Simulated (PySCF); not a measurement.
Species: C4H8FSSi (doublet state).
Cartesian coordinates in Å at the GFN2-xTB level; atoms count from 1:
```xyz
15
C4H8FSSi angstrom
F      2.1357   -1.3753    0.5218
C      2.2475   -0.1319   -0.0533
Si     0.5144    0.6660   -0.3105
S      0.7281    2.5650   -1.1363
C     -0.7337    0.4110    1.1398
C     -1.7279   -0.3056    0.2135
C     -0.8484   -0.4968   -1.0314
H      2.8695    0.4722    0.6097
H      2.7698   -0.2641   -1.0024
H     -1.1239    1.3118    1.6023
H     -0.3411   -0.2401    1.9162
H     -2.0942   -1.2439    0.6253
H     -2.5820    0.3316   -0.0078
H     -1.3094   -0.1699   -1.9581
H     -0.5087   -1.5221   -1.1507
```

Identity: `FC[Si]1([S])CCC1` [radical].

Computed with UKS B3LYP, pcH-1 on C F H S Si, non-relativistic, mean-field spin-orbit, GIAO (PySCF). Geometry: GFN2-xTB, one conformer, isolated molecule. A GFN2-xTB geometry isn't a minimum of the functional, and hyperfine couplings can be far from their values at a DFT geometry, by a factor of two or more for some ions and for spin on atoms past the first row.

Output of the driver script. The program numbers atoms from 0.

```
UKS, coarse grid
  cycle   1  E = -944.67896903  |g| = 4.68e-01
  cycle   2  E = -944.58373986  |g| = 6.78e-01
  cycle   3  E = -944.76953815  |g| = 7.66e-02
  cycle   4  E = -944.77180006  |g| = 3.96e-02
  cycle   5  E = -944.77263065  |g| = 1.30e-02
  cycle   6  E = -944.77272968  |g| = 5.46e-03
  cycle   7  E = -944.77275502  |g| = 2.42e-03
  cycle   8  E = -944.77275918  |g| = 1.06e-03
  cycle   9  E = -944.77276120  |g| = 3.53e-04
UKS, final grid
  cycle   1  E = -944.77277324  |g| = 4.34e-04
  cycle   2  E = -944.77277396  |g| = 5.98e-04
  cycle   3  E = -944.77277442  |g| = 2.56e-04
  cycle   4  E = -944.77277480  |g| = 2.54e-04
  cycle   5  E = -944.77277429  |g| = 2.53e-04
  cycle   6  E = -944.77277104  |g| = 2.43e-04
  cycle   7  E = -944.77275757  |g| = 3.19e-04
  cycle   8  E = -944.77275666  |g| = 3.17e-04
  cycle   9  E = -944.77275668  |g| = 3.17e-04
  cycle  10  E = -944.77274563  |g| = 7.87e-04
  cycle  11  E = -944.77274581  |g| = 7.91e-04
  cycle  12  E = -944.77274590  |g| = 8.43e-04
  cycle  13  E = -944.77274779  |g| = 2.22e-04
  cycle  14  E = -944.77274578  |g| = 5.88e-04
  cycle  15  E = -944.77274611  |g| = 1.06e-04
  cycle  16  E = -944.77274616  |g| = 5.69e-05
  cycle  17  E = -944.77274612  |g| = 2.63e-05
  cycle  18  E = -944.77274614  |g| = 9.95e-06
  cycle  19  E = -944.77274613  |g| = 7.40e-06
  cycle  20  E = -944.77274613  |g| = 5.16e-06
E = -944.77274613 Eh   <S^2> = 0.7533 (exact 0.7500)
g shifts (ppm)      1          2          3
  rmc          -217       -217       -217
  gc            -12         71         55
  oz_so         277      34579    2912264
  total          51      34433    2912112
hyperfine (MHz)  atom isotope    a_iso     a_fc   dipolar eigenvalues
    0   19F      11.57      11.57    -38.87    -31.54     70.41
    1   13C      56.68      56.68     -6.41     -6.05     12.46
    2  29Si      41.71      41.71     -2.28      0.42      1.86
    3   33S      10.60      10.60    -78.89    -78.28    157.17
    4   13C       8.26       8.26     -4.56     -4.44      9.00
    5   13C      -0.37      -0.37     -1.24     -1.15      2.39
    6   13C       0.12       0.12     -2.33     -2.13      4.46
    7    1H      -1.01      -1.01     -3.10     -0.44      3.54
    8    1H      -1.19      -1.19     -3.15     -0.44      3.60
    9    1H      -3.22      -3.22     -3.06     -0.11      3.16
   10    1H       3.13       3.13     -2.66     -0.47      3.13
   11    1H      11.77      11.77     -1.21     -0.59      1.80
   12    1H       2.43       2.43     -1.66     -0.19      1.85
   13    1H      -1.12      -1.12     -2.14     -0.64      2.79
   14    1H       0.59       0.59     -1.70     -0.51      2.21
```

Task: Find the weak point of this converged calculation.

Result: The largest g shift is +2.912, past the limit of 0.03 at which the run flags a species of elements up to argon. The orbital-Zeeman/spin–orbit term is second order, a sum of spin–orbit matrix elements over excitation energies, so it grows and becomes less reliable as an excited state comes close; a shift this large should be checked with a method that treats spin–orbit coupling variationally or among several states. The contact and dipolar couplings don't rest on that expansion, but they belong to the state that the SCF found, and a close-lying state with the spin in another orbital would have other couplings; no stability test was run. The run left out the spin–orbit part of the hyperfine coupling.

Task: Where is the spin in this solution (atoms counted from 1)?

Result: The Mulliken spin populations are largest on S4 (+0.88) and C2 (+0.06). S4 is the only atom above +0.15. ⟨S²⟩ = 0.7533 against the exact 0.7500, so spin contamination is small. 

Task: Average a_iso over equivalent nuclei, turn it into first-order splittings with g = 2.0023, and give the multiplets for abundant isotopes (0.05 mT or more).

Result: 
```csv
nuclei (from 1),isotope,I,position,a_iso (MHz),|a| (mT),splits into
H12,1H,1/2,4 bonds from S4,11.8,0.42,1:1 doublet
F1,19F,1/2,3 bonds from S4,11.6,0.41,1:1 doublet
H13,1H,1/2,4 bonds from S4,2.4,0.09,1:1 doublet
H10/H14,1H,1/2,3 bonds from S4,-2.2,0.08,1:2:1 triplet
H11/H15,1H,1/2,3 bonds from S4,1.9,0.07,1:2:1 triplet
```

Nuclei that the bonding pattern makes equivalent are averaged, as if the motion that swaps them (rotation, inversion, ring flip) were fast.

Hardware: an Arm Neoverse V1 with one thread, no GPU, shared host with 64 logical CPUs at a one-minute load of 27. Cost: 1.7 min of wall time (grids of density and orbitals included), 1.1 GiB resident at most.
